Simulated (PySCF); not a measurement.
This PySCF input asks for the NMR shieldings of SMILES C(/OC[C@H](B)C)=C/O[SiH3], C5H13BO2Si; the geometry comes from GFN2-xTB.

```python
import basis_set_exchange as bse
import numpy as np
from pyscf import gto, dft
from pyscf.prop import nmr

atoms = """
B    -2.705629    1.417273    0.243962
C    -2.045420    0.138014   -0.402390
C    -2.639429   -1.203277    0.041429
C    -0.520558    0.106634   -0.236926
O    -0.240888    0.117909    1.156480
C     1.047769    0.031754    1.555295
C     2.180101   -0.104822    0.869447
O     2.285422   -0.220656   -0.483415
Si    3.534285    0.004042   -1.492792
H    -2.139061    2.437834    0.206416
H    -3.779704    1.364215    0.699501
H    -2.226649    0.241130   -1.483253
H    -2.414310   -1.373952    1.090667
H    -2.218851   -2.024915   -0.536791
H    -3.718577   -1.205772   -0.086104
H    -0.064912    0.984347   -0.709578
H    -0.097224   -0.795997   -0.692985
H     1.106393    0.089480    2.633033
H     3.110768   -0.144405    1.418626
H     3.894948    1.422509   -1.566226
H     2.932937   -0.508435   -2.713850
H     4.708179   -0.753524   -1.052844
"""
names = dict.fromkeys(["B", "C", "O", "Si", "H"], "pcSseg-1")
basis = {el: gto.basis.parse(bse.get_basis(n, elements=[el], fmt="nwchem")) for el, n in names.items()}
mol = gto.M(atom=atoms, basis=basis, charge=0, verbose=0)
mf = dft.RKS(mol, xc="PBE0")
mf.grids.level = 2
mf.grids.alignment = dft.numint.BLKSIZE   # the property module wants whole blocks of grid points
mf.conv_tol = 1e-9
mf.kernel()

calc = nmr.RKS(mf)   # GIAO
C = mf.mo_coeff
Co = C[:, mf.mo_occ > 0]
resp = mf.gen_response(singlet=True, hermi=2)
def vind(x):   # induced exchange potential for any number of trial vectors
    d = np.einsum("pi,xij,qj->xpq", C, 2 * x.reshape(-1, C.shape[1], Co.shape[1]), Co, optimize=True)
    return np.einsum("xpq,pi,qj->xij", resp(d - d.transpose(0, 2, 1)), C, Co, optimize=True).ravel()
mo1, _ = nmr.rhf.solve_mo1(calc, with_cphf=vind)
sigma = calc.kernel(mo1)
for i, s in enumerate(sigma):   # ppm
    w = np.linalg.eigvalsh((s + s.T) / 2)
    print("%2d %-2s iso %8.1f  s11 %8.1f  s22 %8.1f  s33 %8.1f" % (i, mol.atom_pure_symbol(i), w.mean(), *w))
```

**Question.** Give the expected output.

**Answer.** 
```
 0 B  iso      6.3  s11    -71.5  s22    -30.9  s33    121.2
 1 C  iso    143.1  s11    112.1  s22    140.7  s33    176.5
 2 C  iso    168.0  s11    141.3  s22    177.6  s33    185.0
 3 C  iso    105.0  s11     82.7  s22    103.8  s33    128.4
 4 O  iso    215.0  s11    122.9  s22    256.7  s33    265.5
 5 C  iso     49.8  s11    -40.2  s22     84.5  s33    105.2
 6 C  iso     62.8  s11    -15.7  s22     99.3  s33    104.6
 7 O  iso    281.7  s11    209.6  s22    277.5  s33    357.9
 8 Si iso    387.8  s11    346.8  s22    348.3  s33    468.2
 9 H  iso     23.5  s11     14.6  s22     26.7  s33     29.2
10 H  iso     23.7  s11     15.5  s22     27.1  s33     28.5
11 H  iso     30.6  s11     24.4  s22     31.1  s33     36.3
12 H  iso     29.8  s11     25.3  s22     29.7  s33     34.4
13 H  iso     30.6  s11     26.2  s22     29.4  s33     36.2
14 H  iso     30.1  s11     26.0  s22     27.2  s33     37.1
15 H  iso     26.5  s11     22.5  s22     27.7  s33     29.3
16 H  iso     26.9  s11     21.4  s22     28.2  s33     31.0
17 H  iso     26.4  s11     22.9  s22     26.7  s33     29.5
18 H  iso     26.3  s11     22.8  s22     26.4  s33     29.6
19 H  iso     26.7  s11     23.4  s22     25.2  s33     31.7
20 H  iso     26.8  s11     22.9  s22     26.0  s33     31.5
21 H  iso     26.7  s11     23.6  s22     25.0  s33     31.6
```

These numbers come from an equivalent density-fitted implementation of the same equations, which agrees with the script to about 0.01 ppm for H and up to a few tenths of a ppm for heavy atoms, so last digits may differ.

Size and cost of the density-fitted run: 225 basis functions, 2.1 min wall time on 1 thread of an Arm Neoverse N1, shared host; peak memory 1.1 GiB.
